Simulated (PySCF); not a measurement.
## Cu⁺: ionisation energy

Cu⁺ [Ar] 3d10 (1S) → Cu²⁺ [Ar] 3d9 (2D), as a difference of total energies. All numbers are calculated (PySCF 2.14, scalar relativity by spin-free X2C-1e, in x2c-TZVPPall with one added diffuse shell each of s, p, d, f type (7s6p5d3f1g, 80 functions)). Correlated levels: valence: [Ar] frozen; valence and next inner shell: [Ne] frozen. The calculations carry no spin-orbit coupling.

```json
{"method": "UHF", "ionisation energy (eV)": "17.176"}
{"method": "LDA", "ionisation energy (eV)": "21.581"}
{"method": "PBE", "ionisation energy (eV)": "20.959"}
{"method": "PBE0", "ionisation energy (eV)": "20.256"}
{"method": "r2SCAN", "ionisation energy (eV)": "20.378"}
{"method": "revPBE", "ionisation energy (eV)": "20.790"}
{"method": "PBEsol", "ionisation energy (eV)": "21.027"}
{"method": "MN15", "ionisation energy (eV)": "20.715"}
{"method": "M06-2X", "ionisation energy (eV)": "19.808"}
{"method": "MP2 (valence)", "ionisation energy (eV)": "20.812"}
{"method": "SCS-MP2 (valence)", "ionisation energy (eV)": "20.369"}
{"method": "MP2 (valence and next inner shell)", "ionisation energy (eV)": "21.472"}
{"method": "SCS-MP2 (valence and next inner shell)", "ionisation energy (eV)": "20.889"}
```

Task: How much does correlation contribute at MP2 (valence and next inner shell)?

Result: 21.472 − (17.176) = 4.296 eV, measured against UHF.

A first-order spin-orbit estimate (lowest level to lowest level, LS coupling) adds -0.105 eV.

Errors of the correlated levels include the incompleteness of this basis and the frozen core.

For comparison: 20.292 eV (measured; NIST Atomic Spectra Database, ionization energies).
